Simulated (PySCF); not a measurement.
# Where the electron goes

C3H12N2OSi.
Atom-mapped SMILES: `[CH3:1][O:2][Si@H:3]([NH2:4])[N:5]([CH3:6])[CH3:7]` (hydrogens: H8, H9, H10 on C1; H11 on Si3; H12, H13 on N4; H14, H15, H16 on C6; H17, H18, H19 on C7)

Structure used (GFN2-xTB), in Å, numbered top down from 1:
```xyz
19
C3H12N2OSi angstrom
C      2.5565   -1.3132    0.5058
O      1.1890   -1.0692    0.4596
Si     0.4833    0.1751   -0.3092
N      1.2016    1.6710    0.1734
N     -1.1215    0.1648    0.2832
C     -2.0587    1.1477   -0.1838
C     -1.7691   -1.0480    0.7147
H      2.7271   -2.1772    1.1499
H      2.9479   -1.5286   -0.4925
H      3.0940   -0.4523    0.9102
H      0.6125   -0.0557   -1.7657
H      2.1768    1.8164   -0.0286
H      0.6988    2.5284    0.0228
H     -1.5309    2.0489   -0.4801
H     -2.7660    1.3998    0.6120
H     -2.6344    0.7872   -1.0470
H     -2.3514   -1.5077   -0.0942
H     -1.0148   -1.7509    1.0507
H     -2.4504   -0.8274    1.5417
```

The calculation used PySCF, TDDFT CAM-B3LYP/def2-SVPD, vertical, gas phase, core orbitals frozen in the response.

Kohn–Sham orbitals with the atoms that hold most of them (Löwdin shares over 4%, at most four atoms; ? is withheld):

| orbital | ε (eV) | atoms |
| --- | --- | --- |
| HOMO-3 | -10.31 | O2 51%, C1 17%, H8 9%, Si3 6% |
| HOMO-2 | -9.56 | O2 57%, C1 13%, H9 7%, Si3 6% |
| HOMO-1 | -8.81 | N4 62%, Si3 12%, H11 8%, H13 6% |
| HOMO | -7.55 | ? |
| LUMO | ? | ? |
| LUMO+1 | 1.60 | C6 19%, C1 12%, H16 7%, H15 6% |
| LUMO+2 | 1.81 | C7 16%, O2 13%, Si3 7%, C1 7% |

Give the leading atoms of the HOMO.

N5 (bonded to 2 C and Si) 56%; C7 (bonded to N and 3 H) 9%; C6 (bonded to N and 3 H) 9%; Si3 (bonded to 2 N, O and H) 6%. By element: nitrogen 56% or more, carbon 18% or more, silicon 6%.

Which atoms hold the LUMO, and with what shares?

Si3 (bonded to 2 N, O and H) 20%; H12 (bonded to N) 12%; C1 (bonded to O and 3 H) 12%; H13 (bonded to N) 11%. By element: hydrogen 23% or more, silicon 20%, carbon 12% or more.

What is the LUMO energy, and the HOMO–LUMO gap?

ε(LUMO) = 1.16 eV; the gap is 8.71 eV (0.3200 hartree).

How does S1 compare with the orbital gap of 8.71 eV?

S1 is at 5.99 eV (f = 0.014), 2.72 eV below the gap, made of HOMO→LUMO+1 (48%), HOMO→LUMO (44%). Its leading pair isn't HOMO and LUMO; the energies of that pair differ by 9.15 eV. Without the coupling terms of the response equations the lowest excitation would equal the gap.

Next come S2 at 6.40 eV (f 0.021), HOMO→LUMO+2 (70%), HOMO→LUMO (11%); S3 at 6.59 eV (f 0.044), HOMO→LUMO (29%), HOMO→LUMO+3 (23%), HOMO→LUMO+1 (19%); S4 at 6.62 eV (f 0.032), HOMO-1→LUMO (71%), HOMO-1→LUMO+2 (8%); S5 at 7.24 eV (f 0.0065), HOMO→LUMO+4 (72%), HOMO→LUMO+1 (10%).

Löwdin shares depend on the basis, the more so with diffuse functions.

One conformer stands for the species.
